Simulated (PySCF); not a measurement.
CH2F, SMILES [CH2]F, multiplicity 2.

Geometry optimised at PBE0-D3(BJ)/def2-TZVPD. The isomer is the one that the SMILES or the coordinates give; other isomers of the formula were not compared.

These are PySCF with PBE/def2-TZVPD values and carry that method's errors.

Computed frontier levels, dipole moment and polarisability:
The α spin, highest occupied and lowest empty level is -4.88 and -0.01 eV. The β spin, highest occupied and lowest empty level is -8.69 and -2.64 eV and the dipole moment is 1.12 D. The quadrupole, principal values (traceless, Buckingham form, about the centre of nuclear charge) is -1.67, 0.16, 1.51 D·Å and the mean static polarisability comes out as 17.3 bohr³ (2.57 Å³). The polarisability, principal values is 16.5, 17.0, 18.6 bohr³ and the ⟨S²⟩ is 0.753 (pure state 0.75).
